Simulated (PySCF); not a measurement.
## Two-photon absorption: `InChI=1S/C4H3BrF2/c1-3(6)4(7)2-5/h2H,1H2/b4-2+`

Geometry:
| atom | x (Å) | y (Å) | z (Å) |
| --- | --- | --- | --- |
| C1 | -1.811 | 0.581 | 0.056 |
| C2 | -0.729 | -0.192 | 0.171 |
| F3 | -0.820 | -1.431 | 0.643 |
| C4 | 0.623 | 0.225 | -0.195 |
| F5 | 0.649 | 1.466 | -0.692 |
| C6 | 1.798 | -0.415 | -0.104 |
| Br7 | 2.115 | -2.129 | 0.540 |
| H8 | -2.787 | 0.197 | 0.351 |
| H9 | -1.719 | 1.593 | -0.334 |
| H10 | 2.691 | 0.113 | -0.445 |

Theory: TDDFT CAM-B3LYP/def2-TZVPD excited states, vertical, gas phase (PySCF). Geometry: PBE0-D3(BJ)/def2-SVP.

The calculation is non-relativistic, which matters for the atoms heavier than Zn.

**Question.** Give the one- and two-photon strengths of the lowest singlets.

**Answer.** δ for parallel linear polarisation; σ at the peak of a Lorentzian of half width 0.1 eV, single beam; Ω is circular over linear.
| state | E (eV) | f | photon λ (nm) | δ (au) | σ (GM) | Ω | main |
| --- | --- | --- | --- | --- | --- | --- | --- |
| S1 | 5.23 | 0.616 | 474 | 187 | 1.88 | 0.67 | HOMO→LUMO 0.98 |
| S2 | 5.52 | 0.001 | 449 | 12.4 | 0.14 | 1.49 | HOMO→LUMO+1 0.72, HOMO→LUMO+7 0.13 |
| S3 | 6.06 | 0.000 | 409 | 0.17 | 0.00 | 0.83 | HOMO−1→LUMO 0.96 |
| S4 | 6.38 | 0.014 | 388 | 16.6 | 0.25 | 1.47 | HOMO→LUMO+2 0.86 |
| S5 | 6.59 | 0.064 | 376 | 997 | 15.86 | 0.72 | HOMO−2→LUMO 0.86, HOMO−1→LUMO+1 0.08 |
| S6 | 6.61 | 0.005 | 375 | 88.7 | 1.42 | 0.56 | HOMO−1→LUMO+1 0.67, HOMO−1→LUMO+7 0.12 |

Among these, the strongest one-photon state is S1, the strongest two-photon state S5, with a dipole change of 1.1 D (relaxed, norm of the difference vector).
